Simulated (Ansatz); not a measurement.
The same molecule with X = C, Si, Ge. Ansatz, PBE0-D4/def2-TZVP geometries, multiplicity 2.

Elements past krypton have def2 core potentials. Scalar relativity is left out up to krypton.

```tsv
X	molecule	mean X–F bond length / Å	mean X–H bond length / Å	mean X–I bond length / Å	zero-point energy (PBE0-D4/def2-TZVP) / kJ/mol	size of the dipole moment (B3LYP/def2-TZVPP) / D	size of the dipole moment (PBE/def2-TZVPP) / D
C	`F[CH]I`•	1.324	1.086	2.062	43.2	1.01	0.89
Ge	`[F][GeH][I]`•	1.741	1.560	2.510	25.7	1.80	1.62
```

Problem. Give the row for X = Si, `F[SiH]I`•. (An estimate is asked.)

Solution. Computed: 
| X | molecule | mean X–F bond length / Å | mean X–H bond length / Å | mean X–I bond length / Å | zero-point energy (PBE0-D4/def2-TZVP) / kJ/mol | size of the dipole moment (B3LYP/def2-TZVPP) / D | size of the dipole moment (PBE/def2-TZVPP) / D |
| --- | --- | --- | --- | --- | --- | --- | --- |
| Si | `F[SiH]I`• | 1.599 | 1.492 | 2.431 | 29.8 | 1.08 | 0.93 |

From C to Ge the mean X–F bond length rises at each step, by 0.417 Å in all; the mean X–H bond length rises at each step, by 0.474 Å in all; the mean X–I bond length rises at each step, by 0.448 Å in all; the zero-point energy (PBE0-D4/def2-TZVP) falls at each step, by 17.5 kJ/mol in all. Bonds lengthen as the atom grows down the group. Dipoles are sizes alone, and their direction can turn along the series.

B3LYP here is the variant with VWN-RPA as its local correlation; programs differ in this.
